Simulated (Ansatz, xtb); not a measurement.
Ranking isomers of C3H9BrSi

5 gas-phase structures of C3H9BrSi, from a drawn sample of its isomers (lower ones may exist). Each was relaxed with GFN2-xTB; where two conformers were screened, the lower at r2SCAN-D4/def2-SVP is listed:

A. `C[C@@H](Br)C[SiH3]`, a singlet
B. `[SiH3]CCCBr`, a singlet
C. `C[C@@H]([SiH3])CBr`, a singlet
D. `CC[C@@H]([SiH3])Br`, a singlet
E. `CC(C)([SiH3])Br`, a singlet

**Question.** Which do you expect lowest at r2SCAN-D4/def2-SVP, and how would the others follow?

**Answer.** Calculated order at r2SCAN-D4/def2-SVP: A (0.000), E (0.028), D (0.114), B (0.126), C (0.130) eV. Less than 1 kcal/mol parts A and E; D and B; B and C, so the order within those pairs means little.

Energies above the lowest of each column, in eV; the last columns are at B3LYP/def2-SVP geometries:

```
structure  GFN2-xTB  HF/STO-3G  r2SCAN-D4/def2-SVP  B3LYP/def2-SVP  CCSD(T)/def2-SVP + ΔMP2/def2-TZVPP
        A     0.001      0.000               0.000           0.000                               0.000
        E     0.000      0.110               0.028           0.072                               0.004
        D     0.062      0.028               0.114           0.084                               0.081
        B     0.117      0.015               0.126           0.088                               0.111
        C     0.077      0.031               0.130           0.107                               0.101
```

Every level run on A puts it lowest or level with the lowest. CCSD(T)/def2-SVP + ΔMP2/def2-TZVPP orders those it was run on as A (0.000), E (0.004), D (0.081), C (0.101), B (0.111) eV. Less than 1 kcal/mol parts A and E; D and C; C and B, so the order within those pairs means little. Flexible structures stand in one conformer each, not always the lowest. ΔMP2 is the change of the MP2 energy from the smaller to the larger basis.

Over these structures GFN2-xTB departs from r2SCAN-D4/def2-SVP by 0.019 eV on average once a common shift is removed. A GFN2-xTB relaxation took about 0.079 s and the r2SCAN-D4/def2-SVP energy about 1.9 s on a shared host (Ansatz 0.2.0, xtb 6.7.1).
